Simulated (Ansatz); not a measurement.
Gas-phase electronic energies from Ansatz, PBE0-D4/def2-TZVP geometries. CCSD(T)/CBS adds triple-zeta CCSD(T) − MP2 to the extrapolated MP2 energy (def2 sets, frozen cores). This one scheme is used for every species. Functionals use def2-TZVPP. B3LYP here is the variant with VWN-RPA as its local correlation; programs differ in this. For Se outer-core shells are correlated without core-valence functions, which leaves a few kJ/mol of doubt a bond. Scalar relativity is left out up to krypton. Each species was taken in one conformer, which may not be the lowest.

Consider the ligand exchange at the Se–B bond: `FB([SiH3])[SeH]` + PH₃ → `P[SeH]` + `FB[SiH3]`.

Q: Is it downhill or uphill in electronic energy at CCSD(T)/CBS, and by how much? (An estimate is asked.)

A: The calculation gave: Uphill: ΔE = +0.70 eV.

Q: What do these levels give: PBE-D4, PBE0-D4, ωB97X-V, ωB97M-V, PBE0, B3LYP, HF/def2-TZVPP, MP2/def2-TZVPP, CCSD(T)/def2-TZVPP, HF/def2-QZVPP, SCS-MP2/def2-QZVPP, CCSD/CBS(def2)? (An estimate is asked.)

A: Ansatz gave: PBE-D4 0.72, PBE0-D4 0.70, ωB97X-V 0.67, ωB97M-V 0.68, PBE0 0.68, B3LYP 0.64, HF/def2-TZVPP 0.55, MP2/def2-TZVPP 0.75, CCSD(T)/def2-TZVPP 0.74, HF/def2-QZVPP 0.54, SCS-MP2/def2-QZVPP 0.67, CCSD/CBS(def2) 0.67 eV.

Largest T1 diagnostic among the species: 0.014.

In def2-TZVPP, CCSD(T) changes the Hartree–Fock value by +0.19 eV (the triples alone add +0.03 eV) and MP2 by +0.20 eV. The D4 term adds +0.03 eV with B3LYP and +0.02 eV with PBE0; it sums over pairs of atoms, weighted by their polarisabilities, and B3LYP, whose exchange is more repulsive, gets the larger term.
